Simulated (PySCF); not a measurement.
**Frontier levels across methods**

Compound: C₆H₇NO.
Geometry (PBE0-D3(BJ)/def2-SVP, Å), atoms numbered from 1 in this order:
```
atom  x, y, z in Å
C1    -2.7339    0.2092    0.1899
O2    -1.6926   -0.7003   -0.0887
C3    -0.4391   -0.2377   -0.0363
C4     0.5937   -1.1490   -0.3248
C5     1.8950   -0.6833   -0.2733
C6     2.1339    0.6562    0.0589
C7     1.0355    1.4621    0.3232
N8    -0.2262    1.0278    0.2775
H9    -2.7261    1.0556   -0.5141
H10   -3.6676   -0.3580    0.0881
H11   -2.6482    0.6179    1.2086
H12    0.3456   -2.1807   -0.5776
H13    2.7267   -1.3583   -0.4908
H14    3.1466    1.0594    0.1102
H15    1.1720    2.5171    0.5876
```

Basis pcSseg-1 throughout (PySCF), one geometry. Geometry: PBE0-D3(BJ)/def2-SVP, one conformer, isolated molecule.

How do the orbital energies, the gap and the dipole change with the method?

```
 method                    kind  HOMO (eV)  LUMO (eV)  gap (eV)  μ (D)  SCF cycles
   BLYP                     GGA      -5.51      -1.40      4.10   0.47          15
    KT2                     GGA      -5.72      -1.54      4.18   0.47          16
   BP86                     GGA      -5.79      -1.67      4.11   0.45          15
  B97-2           global hybrid      -6.52      -0.71      5.81   0.59          14
  B3LYP           global hybrid      -6.54      -0.85      5.68   0.59          14
   PBE0           global hybrid      -6.76      -0.67      6.09   0.60          14
wB97X-D  range-separated hybrid      -8.52       1.08      9.60   0.65          14
```

The HOMO spans 3.01 eV, from BLYP down to wB97X-D, and the gap runs from 4.10 eV (BLYP) to 9.60 eV (wB97X-D). Over the methods BLYP (0 %), KT2 (0 %), BP86 (0 %), B97-2 (21 %), B3LYP (20 %), PBE0 (25 %), a straight line through the gap against the share of exact exchange rises by 0.78 eV for each 10 % (correlation coefficient 1.000). The dipole ranges from 0.45 D (BP86) to 0.65 D (wB97X-D). This basis has no diffuse functions.

The vertical ΔSCF ionisation energy at wB97X-D/def2-SVPD is 8.70 eV; −ε(HOMO) comes closest to it with wB97X-D (8.52 eV).
